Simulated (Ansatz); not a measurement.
CH$_{3}$AlBrF, 7 atoms. Charge 0, multiplicity 1. Correlated methods include outer-core shells of Br, which these sets cover unevenly. Scalar relativity is left out up to krypton. The bonds changed during the relaxation, so this is another structure than the one it started from. All runs use 2 threads of an Arm Neoverse V1 on a shared host. Correlated methods freeze the cores.

Question: How many basis functions does each run have, and how long does it take in Ansatz? RKS PBE0-D4/def2-TZVP relaxation (27 steps); RHF-MP2/def2-QZVPP energy; RKS r2SCANh-D4/def2-TZVPP energy; RKS PBE0-D4/def2-TZVPP energy; direct RPA on PBE orbitals/def2-TZVPP energy; RKS r2SCAN0-D4/def2-TZVPP energy; RKS ωB97M-V/def2-QZVPP energy; RKS CAM-B3LYP-D4/def2-TZVPP energy; RHF-CCSD(T)/def2-TZVPP energy; RKS PBE0-D4/def2-QZVPP energy; RHF-CCSD(T)/def2-SVP energy; RKS ωB97M-V/def2-SVP energy. (An estimate is asked.)

Answer: The calculation gave: Other jobs shared the machine, so times are rough.

| level | job | functions | wall time | peak host memory (GiB) |
| --- | --- | --- | --- | --- |
| RKS PBE0-D4/def2-TZVPP | energy | 194 | 4.7 s | 0.48 |
| RKS CAM-B3LYP-D4/def2-TZVPP | energy | 194 | 5.5 s | 0.54 |
| direct RPA on PBE orbitals/def2-TZVPP | energy | 194 | 6.5 s | 0.38 |
| RHF-CCSD(T)/def2-SVP | energy | 93 | 6.5 s | 0.38 |
| RKS ωB97M-V/def2-SVP | energy | 93 | 8.5 s | 0.38 |
| RKS r2SCANh-D4/def2-TZVPP | energy | 194 | 9 s | 0.49 |
| RKS r2SCAN0-D4/def2-TZVPP | energy | 194 | 9 s | 0.5 |
| RKS PBE0-D4/def2-QZVPP | energy | 363 | 13 s | 1.2 |
| RHF-MP2/def2-QZVPP | energy | 363 | 26 s | 1.6 |
| RKS ωB97M-V/def2-QZVPP | energy | 363 | 31 s | 1.3 |
| RHF-CCSD(T)/def2-TZVPP | energy | 194 | 2.2 min | 2.2 |
| RKS PBE0-D4/def2-TZVP | relaxation (27 steps) | 165 | 2.2 min | 0.4 |
